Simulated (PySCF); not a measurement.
## MNa anions for M along the alkali metals

CCSD(T) with double-zeta basis sets in PySCF, for the lowest determinant that a PBE0 search found; no spin–orbit coupling. De refers to high-spin ground-configuration atoms (the charge goes to the atom of lower measured ionisation energy or higher electron affinity, which is not always the lowest computed limit).

| M | basis | reference, frozen orbitals | charged atom | state (unpaired electrons) | Re (Å) | ωe (cm⁻¹) | De (eV) |
| --- | --- | --- | --- | --- | --- | --- | --- |
| Li | aug-pcseg-1 | ROHF, 1 | Li− | doublet (σ ↑) | 3.417 | 152 | 0.61 |
| Na | def2-SVPD | ROHF, 2 | Na− | doublet (σ ↑) | 3.642 | 103 | 0.71 |
| K | aug-pcseg-1 | ROHF, 6 | Na− | doublet (σ ↑) | 4.020 | 83.9 | 0.56 |
| Rb | def2-SVPD | ROHF, 1 | Na− | doublet (σ ↑) | 4.214 | 64.7 | 0.60 |
| Cs | def2-SVPD | ROHF, 1 | Na− | doublet (σ ↑) | 4.426 | 60.8 | 0.60 |

**Question.** By what factor does the bond length vary along the series?

**Answer.** At CCSD(T) it runs from 3.417 Å (NaLi⁻) to 4.426 Å (CsNa⁻), a factor of 1.30.

The rows differ in basis set, which adds steps of its own.

Down a group the atoms grow and get heavier, so bonds lengthen and wavenumbers fall; this series shows no clear exception.

Correlated steps freeze the inner cores (1 to 6 orbitals); shallow outer-core shells are correlated. Correlated levels converge slowly with the basis: in double zeta they bind strong bonds too weakly, by up to about 1 eV, and carry superposition errors of some tenths. Spin–orbit coupling is left out. For an ion De counts to the pair picked by the measured ionisation energies or electron affinities, which need not be the lowest pair at this level. States were picked by a PBE0 search and need not be the measured ground states.
